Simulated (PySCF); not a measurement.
FH6NOSi2, SMILES N[SiH2]O[SiH2]F.

Coordinates come from a PBE-D3(BJ)/def2-SVP optimisation. The structure was generated by enumeration, and PubChem lists no compound with its InChIKey, so it may never have been made. One conformer was computed; it need not be the lowest.

Computed with PySCF with PBE-D3(BJ)/def2-SVP.

Frequencies are harmonic and unscaled.

```csv
mode,ν (cm⁻¹),IR (km/mol),moving atoms (share of kinetic energy)
1,24,0.8,"N 26 %, H 23 %, F 22 %, Si 16 %, O 12 %"
2,40,0.3,"F 35 %, O 32 %, Si 12 %, N 11 %, H 10 %"
3,97,1.0,"O 41 %, H 31 %, Si 25 %"
4,218,14.7,"N 30 %, Si 26 %, F 25 %, H 19 %"
5,260,15.0,H 93 %
6,328,16.8,"O 44 %, Si 20 %, F 20 %, H 15 %"
7,406,233.0,"H 61 %, N 32 %"
8,535,23.7,"H 84 %, Si 14 %"
9,590,13.7,"Si 57 %, H 23 %, O 16 %"
10,684,112.1,"H 65 %, Si 21 %, O 10 %"
11,722,0.1,H 95 %
12,782,31.5,H 89 %
13,840,17.4,"H 31 %, F 27 %, N 22 %, Si 18 %"
14,846,25.3,"H 39 %, F 24 %, N 20 %, Si 17 %"
15,880,52.6,"H 77 %, N 16 %"
16,889,444.1,"H 88 %, Si 10 %"
17,905,213.6,"H 71 %, Si 20 %"
18,939,119.4,"H 87 %, Si 11 %"
19,959,69.2,"H 64 %, Si 27 %"
20,1048,509.2,"O 73 %, Si 21 %"
21,1495,38.7,"H 89 %, N 10 %"
22,2173,39.0,H 97 %
23,2185,175.7,H 97 %
24,2205,124.9,H 96 %
25,2215,129.3,H 96 %
26,3495,26.5,H 96 %
27,3590,29.6,"H 91 %, N 9 %"
```
